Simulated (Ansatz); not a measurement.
`BN(B)[SiH2]C` → `BN(B)C` + `[SiH2]` at 700 K and 1 bar (silylene formation by 1,1-elimination).

Computed with Ansatz on PBE0-D4/def2-TZVP structures; ΔE is electronic, products minus reactants. CCSD(T)/CBS is the MP2 limit (def2-TZVPP, def2-QZVPP) plus CCSD(T) − MP2 in def2-TZVPP, frozen cores. This one scheme is used for every species. One conformer a species, not always the lowest.

```
       species  CCSD(T)/CBS energy (Eh)  H − E (kJ/mol)  S (J/(mol·K))
`BN(B)[SiH2]C`               -436.91483           367.6          499.8
      `BN(B)C`               -146.59307           298.9          409.8
      `[SiH2]`               -290.19011            56.3          240.4
```

H − E and S are ideal-gas, rigid-rotor, harmonic terms from PBE0-D4/def2-TZVP, for one conformer and one mirror image of each species. 1 Eh = 2625.50 kJ/mol, R = 8.31446 J/(mol·K).

By hand: ΔE, ΔH, ΔS and ΔG.

ΔE = (-146.59307) + (-290.19011) − (-436.91483) = 0.13165 Eh = 345.6 kJ/mol. Δ(H − E) = 298.9 + 56.3 − 367.6 = -12.4, so ΔH = 333.2 kJ/mol. ΔS = 409.8 + 240.4 − 499.8 = 150.4 J/(mol·K). ΔG = 333.2 − 700 × (150.4)/1000 = 227.9 kJ/mol.

By hand: the equilibrium constant, and the temperature at which ΔG would vanish if ΔH and ΔS stayed fixed.

log₁₀ K = −ΔG/(RT ln 10) = -17.0. ΔG = 0 at ΔH/ΔS = 2215 K.

The number of gas molecules changes by +1, which sets the sign of ΔS. A doubt of 5 kJ/mol in ΔE shifts log₁₀ K by 0.4 here. Other conformers and mirror images would add mixing entropy, several J/(mol·K) or more a flexible species. Modes under 60 cm⁻¹, often nearly free rotors, make the harmonic entropy too high. These are equilibria of isolated gas molecules and say nothing of rates. Largest T1 diagnostic: 0.014 (customary marks: 0.02 for closed shells, 0.045 for open ones).
